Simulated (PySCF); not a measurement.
**Potential energy of Ca2 along the bond**

Set-up: Ca def2-SVP; no relativity (PySCF 2.14). Energies in eV from Ca + Ca in their ground configurations at the same level. State: ¹Σg⁺ (singlet), closed shell.

| R (Å) | RHF-MP2 |
| --- | --- |
| 3.652 | 0.0903 |
| 3.822 | -0.0097 |
| 3.992 | -0.0704 |
| 4.120 | -0.0975 |
| 4.247 | -0.1131 |
| 4.374 | -0.1203 |
| 4.544 | -0.1210 |
| 4.757 | -0.1130 |
| 5.011 | -0.0974 |
| 5.351 | -0.0747 |

Put a parabola through the three lowest points of the RHF-MP2 curve and estimate Re, k and ωe (reduced mass 19.98 u; 1 eV/Å² = 0.16022 mdyn/Å; ωe = 1302.8·√(k/μ) cm⁻¹).

Through R = 4.374, 4.544, 4.757 Å the second-order coefficient is 0.109 eV/Å², so Re ≈ 4.478 Å, k ≈ 0.0349 mdyn/Å and ωe ≈ 54 cm⁻¹. A polynomial fit of higher order to the unrounded RHF-MP2 energies gives Re = 4.469 Å, k = 0.0448 mdyn/Å, ωe = 61.7 cm⁻¹; anharmonicity and rounding make the difference.

The higher-order fit for each curve: RHF-MP2: Re = 4.469 Å, ωe = 61.7 cm⁻¹, De = 0.122 eV.

Correlated steps freeze 10 core orbitals. The bond is weak. Basis-set superposition, not corrected here, can be much of De in a small basis, most of all at correlated wavefunction levels.
